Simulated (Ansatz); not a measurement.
Program: Ansatz. Geometries: PBE0-D4/def2-TZVP. ΔE: electronic, gas phase. CBS: MP2 limit from def2 TZ/QZ plus the TZ coupled-cluster correction, frozen cores. This one scheme is used for every species. DFT in def2-TZVPP. B3LYP here is the variant with VWN-RPA as its local correlation; programs differ in this. def2 core potentials past Kr. For In outer-core shells are correlated without core-valence functions, which leaves a few kJ/mol of doubt a bond. One conformer a species, not always the lowest.

`C[B]([InH2])CF` + H₂S → `CB(S)CF` + `[InH3]`  (cleavage of the B–In bond)

`C[B]([InH2])CF`:

Z-matrix (Å, degrees):
```
C
B 1 1.560
H 1 1.095 2 115.3
H 1 1.100 2 106.8 3 -119.0
H 1 1.093 2 113.0 3 126.2
In 2 2.259 1 129.5 3 -169.8
C 2 1.557 1 119.4 3 12.2
H 6 1.734 2 122.8 1 93.2
H 6 1.734 2 123.0 1 -88.1
F 7 1.404 2 113.4 1 177.0
H 7 1.099 2 111.5 1 55.7
H 7 1.100 2 110.4 1 -62.5
```

H₂S:

```xyz
3

S    -0.002   -0.045   -0.618
H    -0.757   -0.576    0.356
H     0.760    0.621    0.262
```

`CB(S)CF`:

```xyz
11

C     1.089   -0.953   -0.552
B     0.184   -0.037    0.324
S     0.581    0.184    2.056
C    -1.075    0.698   -0.273
F    -1.256    0.446   -1.628
H     1.475   -0.376   -1.399
H     1.927   -1.411   -0.026
H     0.478   -1.743   -1.002
H    -0.420    1.015    2.399
H    -0.992    1.786   -0.146
H    -1.990    0.389    0.248
```

`[InH3]`:

```xyz
4

In    0.000    0.000    0.000
H    -0.108    1.619   -0.582
H     0.996   -1.145   -0.818
H    -0.888   -0.474    1.400
```

Task: Is it downhill or uphill in electronic energy at CCSD(T)/CBS, and by how much? (Best estimate.)

Result: The calculation gave: Downhill: ΔE = -20.7 kcal/mol.

Task: What do these levels give: PBE-D4, PBE0-D4, B3LYP-D4, ωB97X-V, PBE0, HF/def2-TZVPP, MP2/def2-TZVPP, SCS-MP2/def2-TZVPP, CCSD/def2-TZVPP, CCSD(T)/def2-TZVPP, HF/CBS(def2), MP2/CBS(def2)? (Estimate.)

Result: Ansatz gave: PBE-D4 -22.0, PBE0-D4 -22.6, B3LYP-D4 -22.2, ωB97X-V -22.6, PBE0 -22.6, HF/def2-TZVPP -23.8, MP2/def2-TZVPP -21.9, SCS-MP2/def2-TZVPP -21.8, CCSD/def2-TZVPP -21.2, CCSD(T)/def2-TZVPP -21.4, HF/CBS(def2) -23.6, MP2/CBS(def2) -21.2 kcal/mol.

Largest T1 diagnostic among the species: 0.014.

In def2-TZVPP, CCSD(T) changes the Hartree–Fock value by +2.4 kcal/mol (the triples alone add −0.2 kcal/mol) and MP2 by +1.9 kcal/mol.
